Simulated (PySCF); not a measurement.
Numbering as in the mapped SMILES `[F:1][C:2]1=[C:3]([O:4][CH:5]([F:6])[F:7])[O:8][CH2:9][C@H:10]1[F:11]`; H(Xn) means a hydrogen on atom n. Ha(C9) is cis to F11 on the ring; Hb(C9) is trans to F11 on the ring.

- structure optimised with GFN2-xTB
- PBE0/pcSseg-1 with gauge-including orbitals
- run in PySCF 2.14.0 with density-fitted response routines
- isolated molecule, one conformer, non-relativistic

δ = σ(ref) − σ, references computed at the same level: TMS for $^{13}$C, $^{1}$H; CFCl3 for $^{19}$F; $^{17}$O vs H2O.

```tsv
atoms	nucleus	count	Hirshfeld charge	δ (ppm)
C10	$^{13}$C	1	0.05	?
O4	$^{17}$O	1	-0.11	165.1
F6	$^{19}$F	1	-0.09	?
H(C5)	$^{1}$H	1	0.05	7.01
C2	$^{13}$C	1	0.01	131.4
C9	$^{13}$C	1	0.01	75.6
H(C10)	$^{1}$H	1	0.05	?
F1	$^{19}$F	1	-0.08	-214.9
F11	$^{19}$F	1	-0.13	-174.8
F7	$^{19}$F	1	-0.11	-89.9
Ha(C9)	$^{1}$H	1	0.06	?
Hb(C9)	$^{1}$H	1	0.06	4.58
C3	$^{13}$C	1	0.13	154.3
O8	$^{17}$O	1	-0.11	91.1
C5	$^{13}$C	1	0.21	?
```

Q: Fill in the missing shifts.

A: 
- C5: 121.0 ppm, sp3 CH bonded to 2 F and O; 3 electronegative neighbours deshield it
- C10: 95.5 ppm, allylic sp3 CH bonded to F; pulled downfield by the heteroatom
- H(C10): 6.21 ppm, hydrogen on an allylic sp3 CH bonded to F; its carbon carries F, which withdraws density
- Ha(C9): 4.71 ppm, hydrogen on an sp3 CH2 bonded to O; its carbon carries O, hence the downfield position
- F6: -112.9 ppm, fluorine of a CF2 group

Shifts are as computed. Against solution values, carbons near 30 ppm lie about +3 ppm off and those near 130 ppm about +5 ppm. Of 1309 compounds with measured shifts, 239 miss one by over three times the rms of a fit or turn the order of signals round; such compounds aren't used in these exercises. Unscaled 19F shifts against computed CFCl3 carry errors that often reach 10 to 50 ppm. Experimental scales use liquid or dissolved standards, which lie at an offset from isolated H2O (liquid H2O: subtract about 36 ppm).
